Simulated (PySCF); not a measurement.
A GIAO shielding run with PySCF 2.14 (density fitting, non-relativistic, gas phase) on `C(F)(F)CC[SiH3]`, C3H8F2Si:

```
$ OMP_NUM_THREADS=1 python probes_run.py task.json out

{"job": {"kind": "nmr", "xc": "CAM-B3LYP", "basis": "pcSseg-1", "pop": false}, "charge": 0, "multiplicity": 1}
F     -2.782376    -0.610691    -0.674777
C     -1.650848     0.078597    -0.413407
F     -1.034470     0.313885    -1.602325
C     -0.749438    -0.724886     0.484465
C      0.539039    -0.009883     0.879803
Si     1.748304     0.480583    -0.500013
H     -1.935268     1.058141     0.013088
H     -0.535953    -1.668182    -0.045793
H     -1.336663    -0.989927     1.378655
H      1.108755    -0.662578     1.561543
H      0.311479     0.897198     1.468010
H      1.314048     1.700959    -1.239776
H      1.932824    -0.649662    -1.459774
H      3.066542     0.776776     0.144104
```

Hardware: 1 thread of an Arm Neoverse N1, shared host.

Question: How large is the calculation?

Answer: 58 electrons, 149 basis functions and 796 auxiliary functions.

Question: How long does it take, and how much memory does it need?

Answer: 26 s of wall time, with 12 SCF cycles and 5 response iterations; peak memory 0.88 GiB. Times on a shared host scatter by some tens of per cent.

Question: And these other runs on the same molecule and hardware: GIAO shielding at B3LYP/pcSseg-1; GIAO shielding at B97-D/pcSseg-1; GIAO shielding at BLYP/pcSseg-1; GIAO shielding at BP86/pcSseg-1; GIAO shielding at HF/pcSseg-1; GIAO shielding at KT2/pcSseg-1?

Answer: B3LYP/pcSseg-1: 149 functions, 19 s; B97-D/pcSseg-1: 149 functions, 27 s; BLYP/pcSseg-1: 149 functions, 27 s; BP86/pcSseg-1: 149 functions, 28 s; HF/pcSseg-1: 149 functions, 9.8 s; KT2/pcSseg-1: 149 functions, 29 s.
